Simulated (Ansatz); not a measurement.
Input and output for `C[CH2][InH][OH]`.

```yaml
crystal:
  periodic: [false, false, false]
  atoms:
    - {symbol: C, position_ang: [-1.486025, 0.619028, 0.684000]}
    - {symbol: C, position_ang: [-0.518537, -0.416842, 0.127761]}
    - {symbol: In, position_ang: [1.409491, 0.336927, -0.483754]}
    - {symbol: O, position_ang: [2.657187, -1.045544, -1.215994]}
    - {symbol: H, position_ang: [-1.086524, 1.116151, 1.571565]}
    - {symbol: H, position_ang: [-1.711059, 1.401176, -0.045440]}
    - {symbol: H, position_ang: [-2.439389, 0.163662, 0.971928]}
    - {symbol: H, position_ang: [-0.942212, -0.920612, -0.746418]}
    - {symbol: H, position_ang: [-0.321317, -1.204150, 0.861721]}
    - {symbol: H, position_ang: [2.153919, 1.879674, -0.494442]}
    - {symbol: H, position_ang: [2.284465, -1.929441, -1.230918]}
basis:
  gaussian: {orbitals: ANO-RCC-VTZP}
hamiltonian: {xc: {name: r2SCAN}, dispersion: d3bjatm}
scf: {lower_state_search: full}
output: {forces: true}
```

```sh
$ ansatz run in.yaml --threads 4 --pin off --events-out ev --progress --plain --max-ram 10444MiB
```

It prints (some lines left out):

```
Functional definition: r2SCAN
1669 factors; their error is unknown
mean field evaluation 1: about -164247.3182 eV, gradient 9.3e1 eV
mean field evaluation 2: about -164154.3540 eV, gradient 2.0e2 eV
mean field evaluation 4: about -164264.6937 eV, gradient 1.7e1 eV
mean field evaluation 8: about -164265.3725 eV, gradient 1.6e-1 eV
mean field evaluation 16: about -164265.3328 eV, gradient 3.1e-3 eV
mean field -164265.33280146 eV, -6036.6396374120 hartree, gradient 2.5e-5 eV, S^2 0.000000; 2 other end points of the search recorded, 0 dependent functions left out
reference -164265.33283137 eV, -6036.6396385111 hartree; 38, 38 occupied and 218, 218 virtual orbitals, 1669 factors
Total energy: -164265.38539413 eV, -6036.6415701570 hartree
Relativity: scalar
Atom 0 at    -1.486025     0.619028     0.684000 Å, force    -0.089815     0.122992     0.056817 eV/Å
Atom 1 at    -0.518537    -0.416842     0.127761 Å, force    -0.009490    -0.149344    -0.023714 eV/Å
Atom 2 at     1.409491     0.336927    -0.483754 Å, force    -0.035559     0.155288     0.042022 eV/Å
Atom 3 at     2.657187    -1.045544    -1.215994 Å, force     0.113153    -0.010261    -0.045770 eV/Å
Atom 4 at    -1.086524     1.116151     1.571565 Å, force    -0.011281    -0.017403    -0.027364 eV/Å
Atom 5 at    -1.711059     1.401176    -0.045440 Å, force     0.007480    -0.025702     0.020901 eV/Å
Atom 6 at    -2.439389     0.163662     0.971928 Å, force     0.021258     0.010723    -0.006281 eV/Å
Atom 7 at    -0.942212    -0.920612    -0.746418 Å, force     0.009570     0.001263     0.013168 eV/Å
Atom 8 at    -0.321317    -1.204150     0.861721 Å, force    -0.000965     0.005832    -0.014643 eV/Å
Atom 9 at     2.153919     1.879674    -0.494442 Å, force     0.022934    -0.007171    -0.010266 eV/Å
Atom 10 at     2.284465    -1.929441    -1.230918 Å, force    -0.027285    -0.086216    -0.004871 eV/Å
Dipole moment:    -0.547930    -0.003499     0.211597 e Å
```

Hardware: 4 threads of an Intel Xeon Platinum 8559C on a shared host. Wall time 16 s, peak host memory 0.71 GiB.
